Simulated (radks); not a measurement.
Coulomb parameter of the 4f shell of the neodymium ion Nd+ in the model configuration [Xe] 4f3 6s1 6p1, as a second difference U = [E(n + 0.5) + E(n - 0.5) - 2 E(n)] / (0.5)^2 with all orbitals relaxed. "Bare": the charge of the atom changes with n. "Screened": the 6p shell takes up the change at fixed total charge, which measures U(4f,4f) + U(6p,6p) - 2 U(4f,6p). Calculated with a radial shooting solver on a logarithmic mesh with Libxc functionals: Dirac Kohn-Sham, PBE, spin-unpolarised, spherical densities, finite nucleus; open shells are shared between the two j in proportion to 2j + 1; Fermi nuclear charge, rms radius 4.9123 fm.

| case | configuration | E - E(n) (eV) |
|---|---|---|
| start | [Xe] 4f3 6s1 6p1 | 0.000 |
| bare +0.5 | [Xe] 4f3.5 6s1 6p1 | -6.335 |
| bare -0.5 | [Xe] 4f2.5 6s1 6p1 | 10.173 |
| screened +0.5 | [Xe] 4f3.5 6s1 6p0.5 | -3.810 |
| screened -0.5 | [Xe] 4f2.5 6s1 6p1.5 | 5.857 |

U(bare) = 15.354 eV, U(screened by 6p) = 8.188 eV, against the Slater integral F0(4f,4f) = 25.659 eV with frozen orbitals.
